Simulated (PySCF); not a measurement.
1-bromo-2-chlorocyclobutene (C₄H₄BrCl), SMILES ClC1=C(Br)CC1.

The structure is a stationary point at B3LYP-D3(BJ)/def2-SVP.

Two levels are set side by side: PBE/def2-TZVP (PySCF) and B3LYP/def2-TZVP (PySCF). Same geometry, gas phase. Differences are taken from unrounded values.

```json
[
 {"quantity": "orbital gap (eV)", "B3LYP": "6.30"},
 {"quantity": "highest occupied level (eV)", "B3LYP": "-6.71"},
 {"quantity": "lowest empty level (eV)", "B3LYP": "-0.41"},
 {"quantity": "dipole moment (D)", "B3LYP": "2.09"},
 {"quantity": "mean polarisability (bohr³)", "B3LYP": "79.0"}
]
```

Task: What does PBE give, and how far is it from B3LYP? (Estimate from the structure and the level; the computed values follow.)

Result: 
| quantity | PBE | PBE minus B3LYP |
|---|---|---|
| orbital gap (eV) | 4.66 | -1.64 |
| highest occupied level (eV) | -5.81 | 0.90 |
| lowest empty level (eV) | -1.15 | -0.74 |
| dipole moment (D) | 2.04 | -0.04 |
| mean polarisability (bohr³) | 80.9 | 1.9 |

Without exact exchange PBE keeps part of each electron's self-repulsion, which lifts occupied levels and narrows the gap. Differences between two approximate levels are no errors against the true value.

Rough cost on one machine, each run with all the roots and properties that it gave: B3LYP against PBE within a factor of 2.
